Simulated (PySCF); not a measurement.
Job file and geometry (Å, from GFN2-xTB) of an NMR shielding run on SMILES CC#CC[SiH2]OCCC, C$_{7}$H$_{14}$OSi, GIAO PBE0/pcSseg-1 NMR shielding, non-relativistic, gas phase in PySCF; density fitting, a coarse starting grid and PySCF grid level 2 are the driver's defaults:

```
$ OMP_NUM_THREADS=1 python probes_run.py task.json out

{"job": {"kind": "nmr", "xc": "PBE0", "basis": "pcSseg-1"}, "charge": 0, "multiplicity": 1}
C      5.566465    -0.350784    -0.412781
C      4.198859    -0.081378    -0.015566
C      3.071135     0.146700     0.320081
C      1.708317     0.411885     0.709611
Si     0.482280    -0.421277    -0.478321
O     -0.943611     0.014705     0.156791
C     -2.223484    -0.310981    -0.301786
C     -3.270989     0.318644     0.610208
C     -4.686131    -0.006668     0.153067
H      6.098630    -0.858408     0.392024
H      6.081641     0.582785    -0.640078
H      5.579949    -0.986030    -1.298784
H      1.547201     1.492319     0.722595
H      1.552936     0.049569     1.728509
H      0.638579    -1.881165    -0.494353
H      0.630193     0.070450    -1.853915
H     -2.347733     0.051832    -1.329760
H     -2.340574    -1.401782    -0.317867
H     -3.110740    -0.047876     1.625616
H     -3.118254     1.399167     0.617724
H     -5.412595     0.452953     0.817927
H     -4.849822    -1.081797     0.153677
H     -4.857005     0.365252    -0.854541
```

Q: Write the output of this run.

A: 
```
coarse grid: 18992 points
cycle   1  E = -639.0833555629  dE =  9.823e-01  |g| = 7.554e-01  |ddm| = 4.564e+00
cycle   2  E = -638.9802780705  dE =  1.031e-01  |g| = 1.069e+00  |ddm| = 1.936e+00
cycle   3  E = -639.1978869418  dE = -2.176e-01  |g| = 1.435e-01  |ddm| = 1.236e+00
cycle   4  E = -639.2018174262  dE = -3.930e-03  |g| = 3.829e-02  |ddm| = 1.674e-01
cycle   5  E = -639.2021777302  dE = -3.603e-04  |g| = 7.084e-03  |ddm| = 4.412e-02
cycle   6  E = -639.2021876956  dE = -9.965e-06  |g| = 2.796e-03  |ddm| = 7.709e-03
final grid: 176800 points
cycle   7  E = -639.2680156516  dE = -3.425e-05  |g| = 1.285e-02  |ddm| = 4.735e-02
cycle   8  E = -639.2679800249  dE =  3.563e-05  |g| = 1.846e-02  |ddm| = 2.270e-02
cycle   9  E = -639.2680494641  dE = -6.944e-05  |g| = 2.900e-03  |ddm| = 1.460e-02
cycle  10  E = -639.2680514509  dE = -1.987e-06  |g| = 5.206e-04  |ddm| = 2.387e-03
cycle  11  E = -639.2680515037  dE = -5.280e-08  |g| = 2.026e-04  |ddm| = 5.921e-04
cycle  12  E = -639.2680515121  dE = -8.461e-09  |g| = 3.311e-05  |ddm| = 1.762e-04
cycle  13  E = -639.2680515124  dE = -2.328e-10  |g| = 7.810e-06  |ddm| = 3.987e-05
converged SCF energy = -639.2680515124

GIAO shielding tensors (ppm)
atom      isotropic    diamagn.    paramagn.     s11        s22        s33       span
  0 C      181.988     253.239     -71.251    174.592    174.654    196.717     22.126
  1 C      106.734     270.298    -163.563     20.562     23.595    276.046    255.484
  2 C      107.935     261.109    -153.174     23.086     23.686    277.033    253.947
  3 C      181.796     258.066     -76.270    165.643    175.934    203.811     38.168
  4 Si     372.061     884.144    -512.084    340.004    340.775    435.404     95.400
  5 O      301.596     404.798    -103.202    290.104    295.247    319.436     29.332
  6 C      116.697     243.580    -126.883     83.955    103.709    162.426     78.471
  7 C      156.534     248.357     -91.823    139.108    159.024    171.469     32.360
  8 C      175.821     243.721     -67.901    168.900    169.883    188.678     19.778
  9 H       29.800      26.301       3.499     24.569     28.035     36.795     12.226
 10 H       29.798      26.648       3.149     24.564     28.041     36.787     12.223
 11 H       29.817      30.719      -0.902     24.392     28.463     36.596     12.204
 12 H       29.675      32.861      -3.186     23.867     29.661     35.497     11.630
 13 H       29.676      32.589      -2.912     23.870     29.658     35.501     11.631
 14 H       26.867      32.815      -5.948     23.435     26.122     31.045      7.610
 15 H       26.867      32.905      -6.038     23.434     26.121     31.045      7.611
 16 H       28.034      32.557      -4.523     23.016     28.922     32.162      9.146
 17 H       28.034      32.439      -4.405     23.018     28.923     32.161      9.143
 18 H       30.004      32.445      -2.441     25.492     30.180     34.341      8.849
 19 H       30.005      32.564      -2.560     25.492     30.181     34.340      8.848
 20 H       30.525      24.349       6.176     25.976     27.772     37.826     11.850
 21 H       30.969      26.861       4.108     26.551     29.194     37.161     10.610
 22 H       30.968      26.974       3.994     26.551     29.194     37.160     10.609
```

Q: Turn these shieldings into chemical shifts. Referencing at the same level of theory: TMS for ¹³C (σref 186.93) and ²⁹Si (σref 349.16) and ¹H (σref 31.72); ¹⁷O (σref 336.08) against H2O.

A: Averaging equivalent atoms: C 1: 80.2; C 2: 79.0; C 6: 70.2; C 7: 30.4; C 8: 11.1; C 3: 5.1; C 0: 4.9; Si 4: -22.9; O 5: 34.5; H 14/15: 4.85; H 16/17: 3.68; H 12/13: 2.04; H 9/10/11: 1.91; H 18/19: 1.71; H 20/21/22: 0.90 ppm. Experimental scales use liquid or dissolved standards, which lie at an offset from isolated H2O (liquid H2O: subtract about 36 ppm).

Size and cost of the density-fitted run: 230 basis functions, 23 s wall time on 1 thread of an AMD EPYC 9R45 96-Core, shared host; peak memory 1 GiB.
